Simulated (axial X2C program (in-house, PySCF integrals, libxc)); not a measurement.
# What spin–orbit coupling does to AuTe

Calculated with an in-house all-electron X2C program for linear molecules (integrals from PySCF). Spin-free means the one-electron spin-free X2C Hamiltonian; two-component (2c) means X2C with spin–orbit coupling and atomic mean-field two-electron Coulomb and Gaunt terms, so the difference of the two also holds small scalar two-electron terms. Basis: Au dyall-cv3z [13s14p9d6f4g], Te dyall-cv3z [11s12p8d4f1g] (cores contracted in-house); Gaussian nuclei, density fitting, unrestricted open shells. Masses: Au 196.967 u, Te 129.906 u.

Spin-free state: M_S = 1/2, Λ = 1 (beyond evenly filled blocks: π+α, π+β, π-α); fragments Au + Te.

```tsv
level	Re (Å)	ωe (cm⁻¹)	De (eV)	μ (D)
PBE0	2.477	207.1	2.333	-1.76
BHandHLYP	2.509	197.3	1.995	-2.14
TPSSh	2.474	209.2	2.422	-1.64
M06	2.543	188.3	2.343	-1.37
```

Dipoles are positive if Te is the positive end.

(1) Within this multiplet, which Ω should lie lowest by the rule for regular and inverted multiplets?

Two-component determinant lowest at the distance of the search:

Ω = 3/2 (⟨Sz⟩ = 0.50, ⟨Lz⟩ = 1.00 at PBE0); fragments Au + Te.

```tsv
level	Re (Å)	ωe (cm⁻¹)	De (eV)	μ (D)
PBE0	2.478	205.9	2.365	-1.67
BHandHLYP	2.509	196.2	1.936	-2.02
TPSSh	2.475	207.8	2.507	-1.56
M06	2.545	186.2	2.265	-1.25
```

(2) From the two tables, how do the constants change at the PBE0 level (2c against spin-free)?

The state is a single determinant with fixed occupations, the lowest that a limited PBE0 search found. Dissociation energies refer to the lowest single-determinant-based atoms at the same level and basis. Density functionals use the spin component along the axis (collinear). Without a current term, density functionals place determinants with orbital angular momentum somewhat too high. The stretched end of a curve changes character and is left out.

Answers

(1) The open π shell holds three electrons, one hole, so the multiplet is inverted: Ω = Λ + 1/2 = 3/2. The PBE0 2c search agrees.

(2) At the PBE0 level Re is unchanged within 0.001 Å and ωe drops by 1.2 cm⁻¹; De changes by 0.032 eV.
